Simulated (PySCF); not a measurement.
## Two-component Hartree-Fock for Pb⁴⁵⁺ (lead, charge +45)

Start: [Kr] 4d1; 4d5/2 filled at m_j = +5/2. Calculated with PySCF 2.14 in an even-tempered Gaussian basis (16 s from 6 bohr⁻², ratio 2.8; 14 p from 7.8 bohr⁻², ratio 2.8; 9 d from 7.8 bohr⁻², ratio 2.8; 3 f from 28 bohr⁻², ratio 3): generalised Hartree-Fock with the X2C-1e Hamiltonian and a Gaussian nucleus; one run each with spin-orbit coupling (SO) screened by Boettger's factors, then bare. This is a chosen level, not necessarily the ground level.

```
spinor shell  electrons  ε, screened SO (eV)  ε, bare SO (eV)  weight of nominal j (bare SO)  rms radius, bare SO (bohr)
       1s1/2          2             -90697.5         -90695.3                          1.000                      0.0181
       2s1/2          2             -18201.9         -18201.2                          1.000                      0.0730
       2p1/2          2             -17547.1         -17596.6                          1.000                      0.0615
       2p3/2          4             -15351.1         -15336.6                          1.000                      0.0700
       3s1/2          2              -6052.3          -6052.1                          1.000                       0.184
       3p1/2          2              -5763.0          -5774.3                          1.000                       0.175
       3p3/2          4              -5249.1          -5245.7                          1.000                       0.192
       3d3/2          4              -4787.9          -4797.3                          1.000                       0.167
       3d5/2          6              -4680.0          -4674.1                          1.000                       0.171
       4s1/2          2              -2765.7          -2765.6                          1.000                       0.387
       4p1/2          2              -2636.1          -2639.7                          1.000                       0.380
       4d5/2          1              -2260.7          -2258.8                          1.000                       0.395
```

Q: Where does 4p3/2 lie, and what is the 4p spin-orbit splitting (bare SO)?

A: At -2474.0 eV, 165.75 eV above 4p1/2.

```json
{"quantity": "E (hartree)", "screened SO": "-19528.28670", "bare SO": "-19530.47762"}
{"quantity": "M_J", "screened SO": "5/2", "bare SO": "5/2"}
{"quantity": "⟨J²⟩", "screened SO": "8.751", "bare SO": "8.751"}
{"quantity": "⟨L²⟩", "screened SO": "6.129", "bare SO": "6.137"}
{"quantity": "⟨S²⟩", "screened SO": "0.878", "bare SO": "0.887"}
```

Each row is a mean over spinors that exchange with the open shell spreads, by up to 16.383 eV (4p3/2).

Breit and QED terms are absent; they matter most for the inner s and p1/2 levels.

Densities and radii are taken from the X2C orbitals without a picture-change correction, which distorts them close to the nucleus.
